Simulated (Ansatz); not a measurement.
Species: C2H8GeN (charge 0, doublet). It need not be the lowest isomer of its formula. SMILES: [CH2][N](C)[GeH3]
Coordinates optimised at B3LYP-D3(BJ)/def2-TZVP (Ansatz, a first-principles code):
```
N
C 1 1.3806
H 2 1.0803 1 118.10
H 2 1.0813 3 119.38 1 -155.40
C 1 1.4526 2 116.88 3 -176.19
H 5 1.0903 1 110.29 2 171.11
H 5 1.0939 6 107.99 1 119.78
H 5 1.0977 6 108.46 7 116.73
Ge 1 1.8614 2 118.81 3 29.67
H 9 1.5349 1 106.50 2 -43.11
H 9 1.5363 10 112.22 3 139.13
H 9 1.5447 10 110.06 11 123.04
```
Charge 0, spin multiplicity 2.

Quantity: atomisation energy (electronic, to ground-state atoms), in kJ/mol. Cores are frozen in the correlated levels unless marked. UHF or UKS for open shells. No spin-orbit coupling. The frozen core is the preceding noble-gas configuration, with the filled d and f shells of earlier blocks. No relativistic terms. The coupled-cluster limit lacks core correlation, which all-electron functionals hold. Basis-set limits of correlation are two-point, X^-3; Hartree-Fock from the larger set. The bracket is a focal-point correction in the basis named.

```tsv
level	program	atomisation energy (kJ/mol)	minus last row
HF/STO-3G	Ansatz	3776.3	-206.5
HF/6-31G*	Ansatz	2832.5	-1150.3
PBE0/STO-3G	Ansatz	5018.4	1035.6
HSE06-D3(BJ)/def2-TZVPD	Ansatz + dftd3	4000.9	18.1
CAM-B3LYP-D3(BJ)/def2-TZVPD	Ansatz + dftd3	4026.4	43.6
LC-wPBE-D3(BJ)/def2-TZVPD	Ansatz + dftd3	4004.5	21.7
MP2/CBS(cc-pVTZ,cc-pVQZ)	Ansatz	3992.4	9.6
CCSD/cc-pVDZ	Ansatz	3625.3	-357.5
RI-MP2/CBS(cc-pVTZ,cc-pVQZ)+[CCSD(T)-MP2]/cc-pVTZ	Ansatz	3986.7	3.9
CCSD(T)/CBS(cc-pVTZ,cc-pVQZ)	Ansatz	3982.8	0.0
```
